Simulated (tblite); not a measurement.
Run record: tight-binding relaxation, `Cl[C@@H]1[C@H]2BC=C[C@@H]1C[C@H]2Br`.

Computed with GFN2-xTB geometry optimisation, gas phase (tblite 0.8.0). Start geometry: from a force field or distance geometry. A driver script takes a list of jobs; this job's settings line and coordinates (Å) are shown.

Command:
```bash
OMP_NUM_THREADS=1 python probes_run.py task.json out
```

Input:
```
{"job": {"kind": "relax", "xc": "GFN2-xTB", "basis": "xTB"}, "charge": 0, "multiplicity": 1}
Cl    -0.598200     1.948500     1.977400
C      0.340100     0.934100     0.881600
C     -0.032500     1.144000    -0.573600
B      1.175400     0.461000    -1.356600
C      1.571300    -0.930100    -0.723100
C      0.921100    -1.452700     0.319900
C      0.013900    -0.536700     1.048900
C     -1.397000    -0.519200     0.502700
C     -1.198500     0.188200    -0.798600
Br    -2.760900     1.041100    -1.510700
H      1.436200     1.033200     1.037400
H     -0.228500     2.170700    -0.844800
H      2.043900     1.227100    -1.627700
H      2.407100    -1.492100    -1.169600
H      1.075000    -2.492500     0.613900
H     -0.048300    -0.783900     2.146100
H     -1.960800     0.191700     1.163800
H     -1.854200    -1.518300     0.441900
H     -0.914700    -0.604800    -1.536400
```

Output:
```
step      E/eV     max force
  0    -799.91187    2.862
  1    -800.22351    2.128
  2    -800.41606    1.163
  3    -800.56232    0.883
  4    -800.63956    0.632
  5    -800.67551    0.499
  6    -800.70241    0.376
  7    -800.71949    0.323
  8    -800.73052    0.260
  9    -800.73732    0.152
... (45 lines left out)
 55    -800.90754    0.035
 56    -800.90771    0.028
 57    -800.90784    0.027
 58    -800.90799    0.028
 59    -800.90814    0.029
 60    -800.90823    0.019
 61    -800.90827    0.012
 62    -800.90830    0.010
 63    -800.90833    0.012
 64    -800.90834    0.006
```

«max force» is the largest atomic force in eV/Å.

From which step on does the largest force stay under 0.1 eV/Å, and how much energy is left to gain from there?

From step 41 (0.098 eV/Å), 10.0 meV above the end.

In short: energy lowered by 23.0 kcal/mol over 64 steps; largest atomic force 0.006 eV/Å at the end.

Give the final coordinates.

0.409 Å rms from the input after alignment:
```
atom  x, y, z in Å
Cl1   -0.7735    1.9910    1.9295
C2     0.3181    0.9598    0.9479
C3     0.0998    1.1333   -0.5504
B4     1.2560    0.3441   -1.3149
C5     1.6606   -0.9697   -0.6301
C6     1.0480   -1.3493    0.5022
C7    -0.0235   -0.5172    1.1365
C8    -1.3385   -0.6483    0.3382
C9    -1.1960    0.3407   -0.8213
Br10  -2.7666    1.5258   -0.9527
H11    1.3318    1.2082    1.2635
H12   -0.0051    2.1807   -0.8337
H13    1.6872    0.7094   -2.3368
H14    2.4171   -1.6284   -1.0378
H15    1.2791   -2.2883    0.9896
H16   -0.1635   -0.7893    2.1832
H17   -2.1714   -0.3697    0.9833
H18   -1.4999   -1.6677   -0.0120
H19   -1.1694   -0.1559   -1.7915
```

Estimate the wall time. Hardware: Arm Neoverse N1, one thread, shared host with 64 logical CPUs at a one-minute load of 60.

About 1.2 s.
Labels such as C1 count atoms from 1, the log's own numbers from 0.
